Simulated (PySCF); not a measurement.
Löwdin shares of the frontier orbitals

Species: C7H7N.
Geometry (GFN2-xTB, Å), atoms numbered from 1 in this order:
```xyz
15
C7H7N angstrom
C     -1.7585    1.0132    0.5129
C     -1.3157   -0.2095    0.7704
C      0.0848   -0.6344    0.6860
C      0.5528   -1.5666    1.5274
C      0.9735   -0.0592   -0.3121
C      0.5784    0.4785   -1.4750
C      1.4910    0.9835   -2.4154
N      2.2261    1.4054   -3.1896
H     -2.7968    1.2708    0.6335
H     -1.1040    1.8091    0.1980
H     -2.0014   -0.9628    1.1362
H     -0.0842   -2.0375    2.2564
H      1.5809   -1.8854    1.5081
H      2.0336   -0.1349   -0.1026
H     -0.4649    0.5377   -1.7560
```

Computed, not measured: TDDFT PBE0/def2-SVPD, vertical, gas phase, core orbitals frozen in the response in PySCF.

Frontier orbitals with the atoms that hold most of them (Löwdin shares over 4%, at most four atoms; ? is withheld):

```tsv
orbital	ε (eV)	atoms
HOMO-3	-9.91	C2 18%, C3 18%, C5 11%, N8 10%
HOMO-2	-9.66	N8 48%, C7 37%, C6 7%
HOMO-1	-8.41	?
HOMO	-7.15	C4 24%, C3 15%, C1 12%, C6 12%
LUMO	?	?
LUMO+1	-1.00	C1 26%, C2 22%, C3 10%, C5 10%
LUMO+2	0.58	C4 13%, C7 12%, C1 11%, C2 10%
```

Question: Give the leading atoms of the HOMO-1.

Answer: C1 (bonded to C and 2 H) 20%; C2 (bonded to 2 C and H) 20%; C5 (bonded to 2 C and H) 14%; N8 (bonded to C) 13%. By element: carbon 54% or more, nitrogen 13%.

Question: Which atoms hold the LUMO, and with what shares?

Answer: C4 (bonded to C and 2 H) 21%; C5 (bonded to 2 C and H) 18%; C6 (bonded to 2 C and H) 18%; C3 (bonded to 3 C) 12%.

Question: What is the LUMO energy, and the HOMO–LUMO gap?

Answer: ε(LUMO) = -2.16 eV; the gap is 4.99 eV (0.1836 hartree).

Question: How does S1 compare with the orbital gap of 4.99 eV?

Answer: S1 is at 4.53 eV (f = 0.217), 0.47 eV below the gap, made of HOMO→LUMO (78%), HOMO→LUMO+1 (11%), HOMO-1→LUMO (9%). Without the coupling terms of the response equations the lowest excitation would equal the gap.

Question: Give energy, strength and leading configuration of S1, S2, S3 and S4, and follow the Löwdin shares of the leading atoms from the occupied to the empty orbital.

Answer: 
- S1 (4.53 eV, f 0.217), HOMO→LUMO (78%): C4 24% → 21%, C3 15% → 12%, C5 at most 12% → 18%
- S2 (5.30 eV, f 0.210), HOMO→LUMO+1 (70%): C4 24% → at most 10%, C3 15% → 10%, C1 12% → 26%, C2 at most 12% → 22%
- S3 (5.48 eV, f 0.255), HOMO-1→LUMO (79%): C1 20% → at most 12%, C2 20% → at most 12%, C4 at most 13% → 21%, C5 14% → 18%
- S4 (5.98 eV, f 0.0041), HOMO-2→LUMO (90%): N8 48% → at most 12%, C7 37% → at most 12%, C4 at most 4% → 21%, C5 at most 4% → 18%

Löwdin shares depend on the basis, the more so with diffuse functions.

One conformer stands for the species.
